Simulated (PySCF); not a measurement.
## GaHCl, doublet: data card

These are results of UPBE0/[Ga def2-TZVP, H def2-TZVP, Cl def2-TZVP], no relativity, density fitting, PySCF, not measurements.

The structure is a minimum.

Z-matrix (Å, degrees; charge 0 multiplicity 2):
```
Ga
H  1 1.6038
Cl 1 2.1682 2 115.59
```

```
Point group                                                                   : Cs
Bond lengths                                                                  : Ga–Cl 2.168 Å, Ga–H 1.604 Å
Bond angles                                                                   : Cl–Ga–H 115.6°
Highest occupied level (α)                                                    : -6.33 eV
Spin squared ⟨S²⟩                                                             : 0.755
Lowest empty level (β)                                                        : -3.13 eV
Rotational symmetry number                                                    : 1
Entropy at 298.15 K and 1 bar (electronic part: spin only)                    : 270.0 J/(mol K)
Rotational constants                                                          : 8.225, 0.1517, 0.149 cm⁻¹
Enthalpy at 298.15 K above 0 K                                                : 11.29 kJ/mol
Heat capacity Cp at 298.15 K                                                  : 44.6 J/(mol K)
Principal quadrupole moments (Buckingham, traceless) about the centre of mass : -2.77, -1.03, 3.80 D Å
Zero-point energy                                                             : 16.0 kJ/mol
Dipole moment                                                                 : 1.97 D
Principal polarisabilities                                                    : 36.1, 40.7, 57.4 bohr³
Atomisation energy without zero-point energy                                  : 584 kJ/mol
```

Harmonic modes (masses in u: Ga 68.926, H 1.008, Cl 34.969):
```tsv
symmetry	ω (cm⁻¹)	IR (km/mol)	μ (u)
a'	399	65.2	39.08
a'	520	42.6	1.05
a'	1757	142	1.02
```

Charges (e):
```csv
atom,Mulliken,Löwdin,polar tensor,spin (Mulliken),Mayer order to Ga1
Ga1,0.33,-0.04,0.76,0.68,–
H2,-0.04,-0.08,-0.20,0.24,0.87
Cl3,-0.29,0.12,-0.57,0.08,1.09
```

Mulliken populations on Ga1: s 7.45, p 13.08, d 10.12, f 0.03.

Outer orbital energies (eV). α occupied: -24.00, -23.92, -22.15, -12.80, -10.09, -9.20, -9.12, -6.33; empty: -2.04, 0.36, 1.68, 3.95. β occupied: -23.95, -23.94, -23.83, -22.00, -12.22, -9.52, -9.16, -8.92; empty: -3.13, -1.53, 0.71, 2.41.

Other isomers or separated fragments may lie lower.

The final relaxation and frequency run took 40 s on 2 threads of a shared Arm Neoverse V1 host, with 91 basis functions and 14 gradients; the process peaked at 0.87 GiB.
